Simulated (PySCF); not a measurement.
Dipole moment and polarisability of 3-ethylpentane

Species: 3-ethylpentane, C7H16.
Structure used (PBE0-D3(BJ)/def2-SVP), in Å, numbered top down from 1:
```
atom  x, y, z in Å
C1     1.0696   -2.0738    0.0222
C2     0.3748   -1.1652   -0.9824
C3    -0.0450    0.2137   -0.4528
C4     1.1728    1.0782   -0.1077
C5     0.8722    2.5563    0.0917
C6    -1.0336    0.1342    0.7151
C7    -2.3114   -0.6363    0.4207
H8     1.9819   -1.6133    0.4318
H9     0.4160   -2.3200    0.8739
H10    1.3650   -3.0249   -0.4465
H11   -0.5128   -1.6830   -1.3827
H12    1.0376   -1.0094   -1.8514
H13   -0.5705    0.7170   -1.2882
H14    1.9155    0.9717   -0.9177
H15    1.6605    0.6792    0.7994
H16    0.3923    2.9888   -0.8016
H17    1.7939    3.1272    0.2814
H18    0.2010    2.7335    0.9457
H19   -0.5264   -0.3081    1.5913
H20   -1.3008    1.1592    1.0195
H21   -3.0161   -0.5751    1.2641
H22   -2.8235   -0.2336   -0.4685
H23   -2.1188   -1.7042    0.2346
```

Level: CAM-B3LYP/def2-SVPD (PySCF), static field, nuclei fixed, core orbitals frozen in the response. The polarisability tensor in these axes (au):

```
x   88.66  1.91 -2.24
y    1.91 92.64  1.17
z   -2.24  1.17 78.83
```

Task: What are the eigenvalues, a third of the trace, and Δα (Δα² = ½Σ(αi − αj)² over the three pairs)?

Result: Principal values 78.17, 88.55 and 93.42 au; mean 86.71 au = 12.85 Å³ = 14.30 × 10⁻⁴⁰ C²·m²/J; Δα = 13.48 au (16 % of the mean).

Task: What is the dipole moment?

Result: 0.05 D at this geometry.

Task: Refractivity n − 1 of an ideal gas of it at 500 K and 1 atm, from the electronic α?

Result: N = p/kT = 1.4678 × 10¹⁹ cm⁻³, so n − 1 = 2π × N × 12.85 × 10⁻²⁴ cm³ = 1185 × 10⁻⁶ at long wavelengths, for an ideal gas.

Task: Molar refractivity from α?

Result: Lorentz–Lorenz: R = (4π/3)N_A α = 2.5225 cm³/(mol·Å³) × 12.85 Å³ = 32.4 cm³/mol, in the limit of long wavelengths.

Task: Give the principal axes and the span of the nuclei along them.

Result: Largest value along (0.36, 0.93, 0.02), where the nuclei span 5.93 Å; middle along (0.90, -0.35, -0.25), 5.24 Å; least along (0.23, -0.11, 0.97), 2.91 Å. The response follows the extents in order.

Task: Traceless (Buckingham) quadrupole moment about the centre of nuclear charge: eigenvalues?

Result: -0.66, -0.12, 0.77 D·Å. The values depend on the origin, since the dipole doesn't vanish. The electronic extent ⟨r²⟩ about the same centre is 1056 bohr², a root-mean-square distance of 2.26 Å for the 58 electrons.

The structure is a single PBE0-D3(BJ)/def2-SVP conformer in the gas phase; no vibrational or solvent corrections.
